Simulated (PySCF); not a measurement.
F3HOZr, SMILES [OH][Zr]([F])([F])[F], multiplicity 1.

Geometry: B3LYP-D3(BJ)/def2-SVP. The multiplicity is an assumed one; no other spin state was optimised. The structure was generated by enumeration; whether it is a known compound was not checked. The def2 effective core potentials stand for the cores of Zr; spin–orbit coupling is left out. One conformer was computed; it need not be the lowest.

Level of theory: PBE/def2-TZVP (PySCF).

Isolated molecule, no solvent.

Computed frontier levels, gap, dipole moment and polarisability:
- highest occupied level = -8.49 eV
- lowest empty level = -1.67 eV
- orbital gap = 6.82 eV
- dipole moment = 2.66 D
- quadrupole, principal values (traceless, Buckingham form, about the centre of nuclear charge) = -5.64, -5.64, 11.29 D·Å
- mean static polarisability = 39.2 bohr³ (5.82 Å³)
- polarisability, principal values = 37.1, 37.1, 43.6 bohr³
